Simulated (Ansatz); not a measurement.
Ansatz (a first-principles code) input (B3LYP-D3(BJ)/def2-TZVP):

Ansatz 0.2 input:
```yaml
crystal:
  periodic: [false, false, false]
  atoms:
    - {symbol: Ge, position_ang: [-0.00000000, -0.00000000, -1.22905116]}
    - {symbol: Br, position_ang: [0.00000000, 0.00000000, 1.12370392]}
basis:
  gaussian:
    orbitals: def2-TZVP
hamiltonian:
  xc: b3lyp
  dispersion: d3bj
magnetization: {spin_polarized: true, initial_magnetization: 1}
phonons: {temperatures: {t_min: 298.15, t_max: 298.15, t_step: 100}}
```

Output:

```
Functional definition: B3LYP
integrals: 0.04 GiB planned
673 factors; integrals over basis functions are off by at most 2.9e-4 eV
mean field: 0.59 GiB planned
mean field evaluation 1: about -126566.1602 eV, gradient 1.2e1 eV
mean field evaluation 2: about -126565.1908 eV, gradient 1.8e1 eV
mean field evaluation 4: about -126566.6574 eV, gradient 5.5e-1 eV
mean field evaluation 8: about -126566.6766 eV, gradient 3.4e-2 eV
mean field evaluation 16: about -126566.5705 eV, gradient 3.2e0 eV
mean field -126566.67663410 eV, -4651.2395763286 hartree, gradient 8.2e-5 eV, S^2 0.752844; 1 other end points of the search recorded, 0 dependent functions left out
the calculation of the forces begins
reference -126566.67681850 eV, -4651.2395831050 hartree; 34, 33 occupied and 62, 63 virtual orbitals, 673 factors
these checks for a lower state are left out or cut short: stability, starts, cluster_reference, orbital_swaps, neighbouring_geometries, increment
integrals: 0.04 GiB planned
673 factors; integrals over basis functions are off by at most 2.9e-4 eV
mean field: 0.59 GiB planned
mean field evaluation 32: about -126566.6766 eV, gradient 9.2e-7 eV
mean field -126566.67663411 eV, -4651.2395763288 hartree, gradient 4.2e-7 eV, S^2 0.752844; 0 other end points of the search recorded, 0 dependent functions left out
the calculation of the forces begins
reference -126566.67681850 eV, -4651.2395831052 hartree; 34, 33 occupied and 62, 63 virtual orbitals, 673 factors
these checks for a lower state are left out or cut short: stability, starts, cluster_reference, orbital_swaps, neighbouring_geometries, increment
integrals: 0.04 GiB planned
673 factors; integrals over basis functions are off by at most 2.9e-4 eV
mean field: 0.59 GiB planned
mean field -126566.67663411 eV, -4651.2395763288 hartree, gradient 4.2e-7 eV, S^2 0.752844; 0 other end points of the search recorded, 0 dependent functions left out
the calculation of the forces begins
reference -126566.67681850 eV, -4651.2395831052 hartree; 34, 33 occupied and 62, 63 virtual orbitals, 673 factors
these checks for a lower state are left out or cut short: stability, starts, cluster_reference, orbital_swaps, neighbouring_geometries, increment
integrals: 0.04 GiB planned
673 factors; integrals over basis functions are off by at most 2.9e-4 eV
mean field: 0.59 GiB planned
mean field -126566.67663411 eV, -4651.2395763288 hartree, gradient 9.8e-7 eV, S^2 0.752844; 0 other end points of the search recorded, 0 dependent functions left out
the calculation of the forces begins
reference -126566.67681850 eV, -4651.2395831052 hartree; 34, 33 occupied and 62, 63 virtual orbitals, 673 factors
these checks for a lower state are left out or cut short: stability, starts, cluster_reference, orbital_swaps, neighbouring_geometries, increment
integrals: 0.04 GiB planned
673 factors; integrals over basis functions are off by at most 2.9e-4 eV
mean field: 0.59 GiB planned
mean field -126566.67663411 eV, -4651.2395763288 hartree, gradient 9.8e-7 eV, S^2 0.752844; 0 other end points of the search recorded, 0 dependent functions left out
the calculation of the forces begins
reference -126566.67681850 eV, -4651.2395831052 hartree; 34, 33 occupied and 62, 63 virtual orbitals, 673 factors
these checks for a lower state are left out or cut short: stability, starts, cluster_reference, orbital_swaps, neighbouring_geometries, increment
integrals: 0.04 GiB planned
673 factors; integrals over basis functions are off by at most 2.9e-4 eV
mean field: 0.59 GiB planned
mean field -126566.67658977 eV, -4651.2395746993 hartree, gradient 2.2e-6 eV, S^2 0.752844; 0 other end points of the search recorded, 0 dependent functions left out
the calculation of the forces begins
reference -126566.67677415 eV, -4651.2395814752 hartree; 34, 33 occupied and 62, 63 virtual orbitals, 673 factors
these checks for a lower state are left out or cut short: stability, starts, cluster_reference, orbital_swaps, neighbouring_geometries, increment
integrals: 0.04 GiB planned
673 factors; integrals over basis functions are off by at most 3.0e-4 eV
mean field: 0.59 GiB planned
mean field evaluation 64: about -126566.6766 eV, gradient 2.1e-5 eV
mean field -126566.67660800 eV, -4651.2395753694 hartree, gradient 2.2e-6 eV, S^2 0.752845; 0 other end points of the search recorded, 0 dependent functions left out
the calculation of the forces begins
reference -126566.67679241 eV, -4651.2395821462 hartree; 34, 33 occupied and 62, 63 virtual orbitals, 673 factors
these checks for a lower state are left out or cut short: stability, starts, cluster_reference, orbital_swaps, neighbouring_geometries, increment
integrals: 0.04 GiB planned
673 factors; integrals over basis functions are off by at most 2.9e-4 eV
mean field: 0.59 GiB planned
mean field -126566.67663411 eV, -4651.2395763288 hartree, gradient 4.2e-7 eV, S^2 0.752844; 0 other end points of the search recorded, 0 dependent functions left out
the calculation of the forces begins
reference -126566.67681850 eV, -4651.2395831052 hartree; 34, 33 occupied and 62, 63 virtual orbitals, 673 factors
these checks for a lower state are left out or cut short: stability, starts, cluster_reference, orbital_swaps, neighbouring_geometries, increment
integrals: 0.04 GiB planned
673 factors; integrals over basis functions are off by at most 2.9e-4 eV
mean field: 0.59 GiB planned
mean field -126566.67663411 eV, -4651.2395763288 hartree, gradient 4.2e-7 eV, S^2 0.752844; 0 other end points of the search recorded, 0 dependent functions left out
the calculation of the forces begins
reference -126566.67681850 eV, -4651.2395831052 hartree; 34, 33 occupied and 62, 63 virtual orbitals, 673 factors
these checks for a lower state are left out or cut short: stability, starts, cluster_reference, orbital_swaps, neighbouring_geometries, increment
integrals: 0.04 GiB planned
673 factors; integrals over basis functions are off by at most 2.9e-4 eV
mean field: 0.59 GiB planned
mean field -126566.67663411 eV, -4651.2395763288 hartree, gradient 9.8e-7 eV, S^2 0.752844; 0 other end points of the search recorded, 0 dependent functions left out
the calculation of the forces begins
reference -126566.67681850 eV, -4651.2395831052 hartree; 34, 33 occupied and 62, 63 virtual orbitals, 673 factors
these checks for a lower state are left out or cut short: stability, starts, cluster_reference, orbital_swaps, neighbouring_geometries, increment
integrals: 0.04 GiB planned
673 factors; integrals over basis functions are off by at most 2.9e-4 eV
mean field: 0.59 GiB planned
mean field evaluation 96: about -126566.6766 eV, gradient 9.8e-7 eV
mean field -126566.67663411 eV, -4651.2395763288 hartree, gradient 9.8e-7 eV, S^2 0.752844; 0 other end points of the search recorded, 0 dependent functions left out
the calculation of the forces begins
reference -126566.67681850 eV, -4651.2395831052 hartree; 34, 33 occupied and 62, 63 virtual orbitals, 673 factors
these checks for a lower state are left out or cut short: stability, starts, cluster_reference, orbital_swaps, neighbouring_geometries, increment
integrals: 0.04 GiB planned
673 factors; integrals over basis functions are off by at most 3.0e-4 eV
mean field: 0.59 GiB planned
mean field -126566.67660800 eV, -4651.2395753694 hartree, gradient 2.2e-6 eV, S^2 0.752845; 0 other end points of the search recorded, 0 dependent functions left out
the calculation of the forces begins
reference -126566.67679241 eV, -4651.2395821462 hartree; 34, 33 occupied and 62, 63 virtual orbitals, 673 factors
these checks for a lower state are left out or cut short: stability, starts, cluster_reference, orbital_swaps, neighbouring_geometries, increment
integrals: 0.04 GiB planned
673 factors; integrals over basis functions are off by at most 2.9e-4 eV
mean field: 0.59 GiB planned
mean field -126566.67658977 eV, -4651.2395746993 hartree, gradient 2.2e-6 eV, S^2 0.752844; 0 other end points of the search recorded, 0 dependent functions left out
the calculation of the forces begins
reference -126566.67677415 eV, -4651.2395814752 hartree; 34, 33 occupied and 62, 63 virtual orbitals, 673 factors
Total energy: -126566.76203792 eV, -4651.2427148609 hartree
Atom 0 at    -0.000000    -0.000000    -1.229051 Å, force    -0.000000    -0.000000     0.000263 eV/Å
Atom 1 at     0.000000     0.000000     1.123704 Å, force    -0.000000     0.000000    -0.000263 eV/Å
Dipole moment:     0.000000    -0.000000    -0.361672 e Å
Vibrations: 283.40 cm⁻¹, zero-point energy 0.017568 eV
```
